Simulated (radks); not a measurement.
Results of a calculation; reference values are marked as such.
Q: Species: Mn I. Configuration: [Ar] 3d5 4s1 7p1 (not the ground configuration). Level of theory: non-relativistic Kohn-Sham, SCAN, spin-unpolarised, spherical densities, point nucleus; meta-GGA in the generalised Kohn-Sham scheme (a radial shooting solver on a logarithmic mesh with Libxc functionals). Some entries of the table are withheld. Estimate them.

orbital,occ.,eigenvalue (hartree),<1/r> (bohr^-1),r(max) (bohr)
1s,2,-235.3633,(1),0.04054
2s,2,-27.52767,5.240,0.2348
2p,6,-23.58019,(2),0.1896
3s,2,-3.47698,1.636,0.7433
3p,6,(3),1.510,0.7560
3d,5,-0.51566,1.145,0.7631
4s,1,-0.39422,0.4521,2.436
7p,1,(4),(5),37.42

A: 
(1) 1s <1/r> (bohr^-1): 24.51
(2) 2p <1/r> (bohr^-1): 5.173
(3) 3p eigenvalue (hartree): -2.32740
(4) 7p eigenvalue (hartree): -0.01506
(5) 7p <1/r> (bohr^-1): 0.03988
